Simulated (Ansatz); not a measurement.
Stepwise reaction of `C[NH][AlH2]` with hydrogen fluoride, as a gas-phase model of exchange steps in deposition or etching. ΔE in kJ/mol; ΔG adds harmonic PBE0-D4 terms to CCSD(T)/CBS, at 1 bar.

Computed with Ansatz on PBE0-D4/def2-TZVP structures; ΔE is electronic, products minus reactants. CBS: MP2 limit from def2 TZ/QZ plus the TZ coupled-cluster correction, frozen cores. This one scheme is used for every species. Functionals use def2-TZVPP. B3LYP here is the variant with VWN-RPA as its local correlation; programs differ in this. Each species was taken in one conformer, which may not be the lowest.

```json
{"step": "1", "reaction": "`C[NH][AlH2]` + H–F → `C[NH][AlH][F]` + H₂", "PBE-D4": "-161.5", "B3LYP-D4": "-170.3", "ωB97M-V": "-168.6", "CCSD(T)/CBS": "-168.4", "ΔG(600 K)": "-164.9"}
{"step": "2", "reaction": "`C[NH][AlH][F]` + H–F → `C[NH][Al]([F])[F]` + H₂", "PBE-D4": "-151.7", "B3LYP-D4": "-161.0", "ωB97M-V": "-158.0", "CCSD(T)/CBS": "-159.4", "ΔG(600 K)": "-154.9"}
```

Task: By hand: ΔE of the 2 steps together at CCSD(T)/CBS.

Result: (-168.4) + (-159.4) = -327.8 kJ/mol, or -163.9 kJ/mol a step.

In ΔE each step is higher than the one before. All are downhill at CCSD(T)/CBS. ΔG lies between -164.9 and -154.9 kJ/mol a step. PBE-D4 differs from CCSD(T)/CBS by 6.9 to 7.7 kJ/mol a step. Isolated molecules leave out the surface, adducts and barriers. Largest T1 diagnostic: 0.012.
